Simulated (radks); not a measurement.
Problem. Coherent X-ray form factor from a spherical all-electron density. Method: scalar-relativistic Kohn-Sham, PBEsol, spin-unpolarised, spherical densities, finite nucleus; Fermi nuclear charge, rms radius of each element as measured or else 0.836 A^(1/3) + 0.57 fm; computed with a radial shooting solver on a logarithmic mesh with Libxc functionals.

sin(theta)/lambda (1/angstrom),f0 (electrons)
0.05,3.945
0.1,3.789
0.15,3.553
0.2,3.269
0.25,2.969
0.3,2.680
0.4,2.195
0.5,1.867
0.6,1.664
0.8,1.442
1,1.277
1.25,1.066
1.5,0.862
2,0.538

The species is in the configuration that NIST lists as its ground one. Which atom or ion scatters so?

Solution. The nitrogen ion N3+, [He] 2s2. Extrapolating in s^2 from the first two rows gives f0(0) = 4.0, near the electron count 4; among species with that count, the fall with angle is slower the higher Z, and the table is that of Z = 7; from so few rows the species is fixed only to a neighbour or two.
